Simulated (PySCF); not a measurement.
**How good is the calculation?**

Structure with atom numbers: `[N:1]#[C:2][S:3][c:4]1[cH:5][cH:6][cH:7][s:8]1`. Hydrogens are named by the atom that carries them.

Published estimates (parent shift plus substituent increments) and measurements: δ 1H H(C7) 7.48; H(C5) 7.26; H(C6) 6.91 ppm (estimated from measurements, as parent shift plus tabulated substituent increment; solution, not stated per compound (mostly CDCl3 or CCl4); Pretsch, Buehlmann, Badertscher, Structure Determination of Organic Compounds, 4th ed. (2009)).

Theoretical values (PySCF): NMR shieldings at PBE0/pcSseg-1/GIAO, geometry: GFN2-xTB. No solvent, a single conformation, non-relativistic.

Problem. How close does the calculation come?

Solution. 
Reference values: estimated from measurements, as parent shift plus tabulated substituent increment (solution, not stated per compound (mostly CDCl3 or CCl4); Pretsch, Buehlmann, Badertscher, Structure Determination of Organic Compounds, 4th ed. (2009)).
```
atoms  quantity  reference  computed  computed, scaled
H(C7)      δ 1H       7.48      7.29              6.97
H(C5)      δ 1H       7.26      7.45              7.11
H(C6)      δ 1H       6.91      7.25              6.93
```

Computed shifts are σ(ref) − σ with the named reference compound (TMS for H and C) calculated as an isolated molecule at the same level. The measured values may be among those fitted. Empirical linear scaling, fitted to shifts measured mostly in CDCl3 for H and C (δ vs TMS): 1H: δ = 30.01 − 0.943σ (rms 0.17 ppm, 504 shifts, 0.18 ppm with the 4 outliers that the fit left out). A few per cent of atoms miss by over 2 rms, more outside the fitted compound classes.

Problem. How far are the unscaled 1H shifts from the references?

Solution. Mean signed difference +0.11 ppm, mean absolute 0.24 ppm over 3 comparisons; the largest is +0.34 ppm at H(C6) (hydrogen on an aromatic CH).
